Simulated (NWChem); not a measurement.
System: CH₅Cl₂FSi₂; SMILES C[Si@H](F)[SiH](Cl)Cl

Input file for NWChem:

```
start job
memory heap 200 mb stack 900 mb global 1100 mb
geometry units angstroms noautoz
  C     -0.861917    -2.709747    -0.627146
  Si     0.545995    -1.556652    -0.230875
  F      0.917850    -1.682274     1.352945
  Si    -0.076031     0.678125    -0.592071
  Cl     1.381931     1.949330     0.134543
  Cl    -1.853046     1.001206     0.425190
  H     -1.080099    -2.698000    -1.707102
  H     -0.608468    -3.742232    -0.340242
  H     -1.772219    -2.409043    -0.086678
  H      1.776571    -1.883377    -1.009568
  H     -0.313610     1.037407    -2.018017
end
basis spherical
  * library def2-tzvp
end
dft
  xc hfexch
  iterations 150
  semidirect filesize 400000000
  mulliken
end
task dft energy
```

Geometry: optimised at PBE0/def2-SVP.

**Question.** Predict the main results of this run. (Hartree-Fock/def2-TZVP.) Quantities: energy (Ha); highest occupied level (eV); orbital gap (eV); dipole (D).

**Answer.** The energy (Ha) is -1637.38, the highest occupied level (eV) is -11.02 and the orbital gap (eV) is 13.38. The dipole (D) comes out as 3.19.
